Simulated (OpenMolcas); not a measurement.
**OpenMolcas input wanted**

The species is GeH2ClF (5 atoms), meant as a triplet with charge 0. SMILES of the parent species: `[F][GeH2][Cl]`. The coordinates come from a PBE0-D4/def2-TZVP relaxation. That shape belongs to the parent species and isn't relaxed for this state.

| atom | x (Å) | y (Å) | z (Å) |
| --- | --- | --- | --- |
| F | -0.2420 | -0.5080 | 1.5886 |
| Ge | 0.1399 | -0.0892 | -0.0455 |
| Cl | -1.3903 | 1.2449 | -0.6989 |
| H | 0.0676 | -1.3755 | -0.8674 |
| H | 1.4747 | 0.6542 | -0.0183 |

Settings wanted:

```yaml
method: DFT
reference: UKS
integral_approximation: none
symmetry: none
basis_set: aug-cc-pVDZ
task: energy
functional: PBE0
dispersion: none
nucleus: point
integration_grid: UltraFine
SCF_convergence_threshold: 1e-10
```

Write the OpenMolcas 26.06 input and the command.

One that was run (others would do as well):

mol.input:
```
&gateway
baslib=$CurrDir
coord
5
angstrom
F       -0.242000      -0.508000       1.588600
Ge       0.139900      -0.089200      -0.045500
Cl      -1.390300       1.244900      -0.698900
H        0.067600      -1.375500      -0.867400
H        1.474700       0.654200      -0.018300
basis=aug-cc-pVDZ
group=NoSym
&seward
gridinput
Grid=UltraFine
End of Grid
&scf
uhf
spin=3
ksdft=PBE0
thresholds=1e-10 1e-07 1e-07 1e-05
prorbitals=1 2
```

```bash
$ export MOLCAS_MEM=1860
$ pymolcas mol.input > mol.log
```

(Basis files named in the input come from the Basis Set Exchange and aren't shown.)

Calculated total energy: -2637.55131 Eh.
